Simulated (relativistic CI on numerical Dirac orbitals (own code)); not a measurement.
## One change at a time: Cd VI

Base calculation: Dirac-Coulomb-Breit CI, orbitals from a KLI potential per configuration, a model potential for QED, valence Slater integrals scaled by 0.85, P86 correlation energy added to each configuration.

CI space (outside the closed core [Ar] 3d10): 4s2 4p6 4d7, 4s2 4p6 4d6 5s, 4s2 4p6 4d6 4f, 4s2 4p6 4d6 5p, 4s2 4p5 4d8, 4s2 4p6 4d6 5d, 4s2 4p6 4d6 6s, 4s2 4p6 4d6 6p, 4s2 4p6 4d5 5s 5p, 4s2 4p6 4d6 5f, 4s2 4p6 4d6 6d, 4s 4p6 4d8, 4s2 4p6 4d6 7s, 4s2 4p6 4d6 5g, 4s2 4p6 4d6 7p, 4s2 4p5 4d7 4f, 4s2 4p6 4d6 6f, 4s2 4p6 4d5 4f 5s, 4s2 4p5 4d7 5s, 4s2 4p6 4d5 5p 5d, 4s2 4p6 4d5 5s2, 4s2 4p6 4d4 4f 5s2, 4s2 4p6 4d4 5s2 5p, 4s2 4p6 4d4 5s2 5d, 4s2 4p6 4d4 5s2 6s, 4p6 4d9, 4p5 4d10. Double excitations out of closed p, d and f shells are left out; levels of such configurations are missing from the list, as are those of other unlisted configurations, and high levels can miss mixing partners. These lack a partner that the ground configuration has and come out too high: 4s2 4p5 4d7 4f, 4s2 4p5 4d7 5s.

The lowest level and the first level of each name with at least 55 % of one term (blank where a level has no safe partner in the second run):

| Level | Base (cm⁻¹) | Shift (cm⁻¹) |
| --- | --- | --- |
| 4s2 4p6 4d7 4F_9/2 | 0.0 | 0.0 |
| 4s2 4p6 4d7 4F_7/2 | 4569.5 | +47.3 |
| 4s2 4p6 4d7 4F_5/2 | 7122.7 | -65.2 |
| 4s2 4p6 4d7 4F_3/2 | 8637.0 | -170.9 |
| 4s2 4p6 4d7 4P_3/2 | 16730.3 | -1900.3 |
| 4s2 4p6 4d7 4P_5/2 | 18084.6 | -1815.3 |
| 4s2 4p6 4d7 2G_9/2 | 18180.7 | -1761.3 |
| 4s2 4p6 4d7 4P_1/2 | 20545.5 | -1848.8 |
| 4s2 4p6 4d7 2G_7/2 | 22617.1 | -1799.3 |
| 4s2 4p6 4d7 2H_11/2 | 24108.9 | -2303.0 |
| 4s2 4p6 4d7 2D_5/2 | 28019.4 | -2595.4 |
| 4s2 4p6 4d7 2P_1/2 | 28661.2 | -2112.4 |
| 4s2 4p6 4d7 2H_9/2 | 28976.8 | -2215.6 |
| 4s2 4p6 4d7 2D_3/2 | 35131.2 | -2532.5 |
| 4s2 4p6 4d7 2F_5/2 | 39279.7 | -4142.0 |
| 4s2 4p6 4d7 2F_7/2 | 41684.0 | -4045.3 |
| 4s2 4p6 4d6 5s 6D_9/2 | 202614.6 | +231.4 |
| 4s2 4p6 4d6 5s 6D_7/2 | 205399.3 | +265.1 |
| 4s2 4p6 4d6 5s 6D_5/2 | 206992.8 | +199.0 |
| 4s2 4p6 4d6 5s 6D_3/2 | 208116.5 | +190.0 |
| 4s2 4p6 4d6 5s 6D_1/2 | 208785.3 | +190.8 |
| 4s2 4p6 4d6 5s 4D_7/2 | 217151.9 | -1530.8 |

At this charge configurations can still be misplaced by up to about 7 % of their energy.

**Question.** One thing was changed in a second run, which moved the levels as shown. Which?
A. QED terms removed
B. valence Slater integrals scaled by 0.75
C. self-excluded LDA correlation estimate
D. Breit term removed
E. configuration mixing switched off

**Answer.** B. Valence Slater integrals scaled by 0.75. Scaling acts on the splittings between terms and on the mixing, and leaves the fine structure of pure LS terms nearly alone; in jj coupling it moves the levels of one term differently.

LS names give the leading component of a level, which can be under half, so a name can repeat, a term be missing and a line seem to break the LS rules.
